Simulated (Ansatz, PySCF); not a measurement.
Gas-phase reaction (SMILES): CCCCB(C)C [butyl(dimethyl)borane] + Cl (HCl) → CB(C)Cl [chloro(dimethyl)borane] + CCCC; hydrogen chloride cleaves one B-C bond, a model of a ligand-exchange step.

Each molecule is optimised on its own at B3LYP-D3(BJ)/def2-TZVP (Ansatz, a first-principles code), one conformer each, not searched for the lowest. Cores are frozen in the correlated levels unless marked. Spin-orbit coupling is left out. No relativistic terms. CBS marks a two-point X^-3 extrapolation of the correlation energy; Hartree-Fock from the larger set. The bracket is a focal-point correction in the basis named. Thermal terms are rigid-rotor harmonic-oscillator values from B3LYP-D3(BJ) frequencies (Ansatz or PySCF) at 298.15 K and 1 atm. 1 Eh = 627.5095 kcal/mol.

```tsv
species	E, RI-MP2/CBS(cc-pV(T+d)Z,cc-pV(Q+d)Z)+[CCSD(T)-MP2]/cc-pV(T+d)Z (Ansatz) (Eh)	E, r2SCAN-D4/def2-TZVPD (Ansatz + dftd4) (Eh)	H - E (Eh)
CCCCB(C)C	-262.16750	-262.46146	0.21042
Cl (HCl)	-460.37804	-460.78611	0.01000
CB(C)Cl	-564.34721	-564.88616	0.08494
CCCC	-158.23877	-158.40384	0.13834
```

### Question
Work out ΔE and ΔH at 298.15 K at the first level, then ΔH at the second.

### Answer

1. ΔE = [(-564.34721) + (-158.23877)] - [(-262.16750) + (-460.37804)] = -0.04044 Eh = -25.4 kcal/mol at RI-MP2/CBS(cc-pV(T+d)Z,cc-pV(Q+d)Z)+[CCSD(T)-MP2]/cc-pV(T+d)Z.
2. The terms H - E add up to 0.00286 Eh, so ΔH = (-0.04044 + (0.00286))×627.5095 = -23.6 kcal/mol.
3. At r2SCAN-D4/def2-TZVPD the same steps give ΔE = -26.6 and ΔH = -24.8 kcal/mol, a shift of -1.2 from the first level.
4. These values are not checked against measurement here, since the tables used lack a sound gas-phase enthalpy of formation for at least one species.
